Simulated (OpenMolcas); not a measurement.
**Pd3+: moving or changing the point charges**

Pd3+ among 4 point charges of -1 e arranged as a tetrahedron (Td), 1.91 Å from the ion.

```
Program             : OpenMolcas
Method              : CASSCF
Basis               : ANO-RCC-VDZP [6s5p3d1f]
Scalar Hamiltonian  : DKH2, point nucleus
Active space        : 7 electrons in 5 orbitals (4d)
State averaging     : 2S+1 = 4 even, 10 roots; 2S+1 = 2 even, 40 roots
Spin-orbit coupling : RASSI with atomic mean-field integrals over the reference wave functions
```

Runs around this geometry, states (labels of Td). Energies in cm-1 above the lowest state or level, χT in cm3 K/mol; 10Dq and B are least-squares fits to the states below 45000 cm-1, weighted by degeneracy, with a free offset, and given where the rms deviation is under 5 % of |10Dq| (or 100 cm-1) and under 700 cm-1; 10Dq is negative for this site.

```
R (Å)  q (e)  Ground state  First state of that spin   10Dq  B (rms of fit)  First gap with spin-orbit (degeneracies)  χT at 300 K  First state of another spin
 1.91  -0.65           4A2                  4T2 1333  -1277        988 (23)                              936.9 (4, 4)        4.664                     2E 17029
 1.75     -1           4A2                  4T2 2813  -2696        982 (40)                               2186 (4, 4)        4.061                     2E 17637
 1.91     -1           4A2                  4T2 1966  -1878        986 (31)                               1450 (4, 4)        4.372                     2E 17346
 2.01     -1           4A2                  4T2 1586  -1514        987 (27)                               1138 (4, 4)        4.537                     2E 17173
```

Taking |10Dq| as R^-n, n = -ln(1514 / 2696) / ln(2.01 / 1.75) = 4.2 between the shortest and longest distance. The point-charge formula for a cubic d site gives n = 5.

Scaling the charges by -0.65 / -1 = 0.65 scales |10Dq| by 1277 / 1878 = 0.68; with fixed orbitals a first-order splitting would follow the charge.

Without dynamic correlation the repulsion within the d shell is too large (B by tens of per cent), so at a given field states of lower spin stand too high. The ground term spreads over less than 5000 cm-1, several times less than with real ligands, so orbital moments are less quenched and χT lies further from the spin-only value than at real sites. Spin-orbit coupling mixes the spin-free states strongly: the lowest level takes only 55 % from its leading state, 4A2 (figures for R = 1.91, q = -0.65; the like holds for R = 1.91, q = -1, R = 2.01, q = -1). Point charges carry no covalency, so the field is a model and not that of real ligands. No measured value stands beside these numbers.
